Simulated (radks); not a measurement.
Effect of the nuclear size on the silicon ion Si+, [Ne] 3s2 3p1. Method: Dirac Kohn-Sham, PBE, spin-unpolarised, spherical densities, finite nucleus; open shells are shared between the two j in proportion to 2j + 1; Fermi nuclear charge, rms radius 3.1224 fm; computed with a radial shooting solver on a logarithmic mesh with Libxc functionals. The rms radius is varied about that value; shifts are against it.

| rms radius (fm) | total energy shift (eV) | density at nucleus (e/bohr^3) | 1s1/2 shift (meV) | 2s1/2 shift (meV) |
|---|---|---|---|---|
| 2.7852 | -0.00108 | 1913 | -0.450 | -0.029 |
| 2.8945 | -0.000745 | 1912 | -0.310 | -0.020 |
| 3.1224 | 0 | 1911 | 0.000 | 0.000 |
| 3.3378 | 0.000755 | 1909 | 0.314 | 0.020 |
| 3.8312 | 0.00267 | 1905 | 1.11 | 0.071 |

Slopes of the eigenvalues against <r^2> in GHz/fm^2, as finite differences over the two radii next to the reference (eigenvalue slopes, not the field-shift constants of lines): 1s1/2 54.6, 2s1/2 3.48.
